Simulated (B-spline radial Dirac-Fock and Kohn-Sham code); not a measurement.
**Run log: Os**

ΔSCF core binding energies without Breit or QED terms, calculated with an atomic code on a B-spline grid. Keys: rel is the Hamiltonian (dirac, or spin-free x2c and nr, where L3 and M5 stand for the whole 2p and 3d shells), method is hf or an exchange,correlation pair (spin-unpolarised, also for the hole states), nuc the nuclear model, radius_factor scales its radius, rmax is the box in bohr, h the logarithmic mesh step, order the B-spline order, points the quadrature points per cell, c_factor scales the speed of light, and damp, ndamp, maxit and tol steer the iteration. The run stops when the commutator error falls below 10·tol·max(1, Z/10), or the numerical noise floor, and the energy has settled to about 1e-8 Ha; the virial ratio is −V/T.

Input (task.json):

```json
{"items": [{"Z": 76, "q": 0, "cfg": [[1, 0, 2], [2, 0, 2], [2, 1, 6], [3, 0, 2], [3, 1, 6], [3, 2, 10], [4, 0, 2], [4, 1, 6], [4, 2, 10], [4, 3, 14], [5, 0, 2], [5, 1, 6], [5, 2, 6], [6, 0, 2]], "A": 192, "rrms": 5.4126, "do": "settings", "holes": ["K", "L3", "M5"],
  "settings": [{"rel": "dirac", "method": "hf", "nuc": "fermi", "radius_factor": 1.0, "rmax": 45.0, "h": 0.3, "order": 8, "points": 4, "c_factor": 1.0, "maxit": 65, "damp": 0.5, "ndamp": 3, "tol": 1e-08}]}]}
```

Command: `python xray2_run.py task.json out`

Ground-state iterations:

```
iter   energy (Ha)        error
   1   -17269.53952932  2.20e+00
   2   -17269.59047424  2.71e-01
   3   -17271.01876067  5.02e-02
   4   -17271.03975789  8.78e-03
   5   -17271.04018731  2.58e-03
   6   -17271.04022046  2.28e-03
   7   -17271.04028585  1.90e-04
   8   -17271.04028713  8.78e-05
   9   -17271.04028743  1.51e-05
  10   -17271.04028744  3.58e-06
  11   -17271.04028744  4.39e-07
```

The ground state converged in 11 iterations, with total energy -17271.04029 Ha, virial ratio 1.88166 and highest orbital energy -7.87 eV. ΔSCF binding energies: K (1s) 74260.0 eV, L3 (2p3/2) 10913.1 eV, M5 (3d5/2) 1974.3 eV.

One setting is outside the advised range (too few quadrature points), but here it does no visible harm: the result matches the run with default settings.
